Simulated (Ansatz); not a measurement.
Reaction (substitution at a C–Si bond): `C[SiH2][O][ZnH]` + `C[CH2][Al]([OH])[SH]` → `C[CH2][Al]([SH])[O]C` + `[SiH3][O][ZnH]`

Isolated molecules relaxed with PBE0-D4/def2-TZVP in Ansatz; ΔE leaves out vibrations. CCSD(T)/CBS adds triple-zeta CCSD(T) − MP2 to the extrapolated MP2 energy (def2 sets, frozen cores). DFT in def2-TZVPP. B3LYP here is the variant with VWN-RPA as its local correlation; programs differ in this. For Zn outer-core shells are correlated without core-valence functions, which leaves a few kJ/mol of doubt a bond. Scalar relativity is left out up to krypton. One conformer a species, not always the lowest.

`C[SiH2][O][ZnH]`:

Cartesian coordinates in Å:
```
C -0.674 1.074 -1.247
Si -0.255 0.396 0.437
O 0.641 -0.950 0.300
Zn 1.452 -2.281 1.125
H -1.277 1.981 -1.154
H 0.233 1.324 -1.803
H -1.242 0.345 -1.830
H -1.521 0.113 1.181
H 0.481 1.440 1.215
H 2.164 -3.442 1.777
```

`C[CH2][Al]([OH])[SH]`:

Z-matrix (Å, degrees):
```
C
C 1 1.529
H 1 1.093 2 111.8
H 1 1.094 2 111.9 3 -120.2
H 1 1.093 2 111.7 3 119.6
Al 2 1.945 1 115.0 3 -59.9
H 2 1.097 1 110.5 3 62.4
H 2 1.097 1 110.5 3 177.9
S 6 2.195 2 119.0 1 -1.2
O 6 1.694 2 119.9 1 178.8
H 9 1.344 6 94.2 2 -179.9
H 10 0.955 6 125.8 2 179.9
```

`C[CH2][Al]([SH])[O]C`:

```xyz
15

C     2.045    1.856    0.164
C     0.875    1.193    0.890
Al   -0.081   -0.144   -0.150
S     0.555   -0.590   -2.202
O    -1.395   -0.962    0.513
C    -2.310   -1.941    0.132
H     2.801    1.126   -0.139
H     2.547    2.598    0.792
H     1.720    2.370   -0.745
H     1.218    0.715    1.816
H     0.148    1.947    1.216
H    -0.405   -1.514   -2.387
H    -2.238   -2.807    0.799
H    -2.150   -2.296   -0.895
H    -3.331   -1.550    0.196
```

`[SiH3][O][ZnH]`:

Cartesian coordinates in Å:
```
Si -0.073 -0.956 0.635
O -0.289 0.537 0.053
Zn 0.058 1.819 -1.106
H -0.210 -1.988 -0.435
H -1.087 -1.244 1.686
H 1.281 -1.115 1.240
H 0.320 2.947 -2.073
```

CCSD(T)/CBS gives +25.9 kcal/mol.

(1) Another level gave +24.5 kcal/mol. Which?
A. HF/def2-TZVPP
B. r2SCAN/def2-TZVPP
C. B3LYP/def2-TZVPP
D. CCSD/def2-TZVPP

Largest T1 diagnostic among the species: 0.016.

Answers

(1) D. CCSD/def2-TZVPP 24.5, HF/def2-TZVPP 21.2, B3LYP 23.4, r2SCAN 25.7 kcal/mol.

In def2-TZVPP, CCSD(T) changes the Hartree–Fock value by +3.7 kcal/mol (the triples alone add +0.3 kcal/mol) and MP2 by +5.3 kcal/mol.
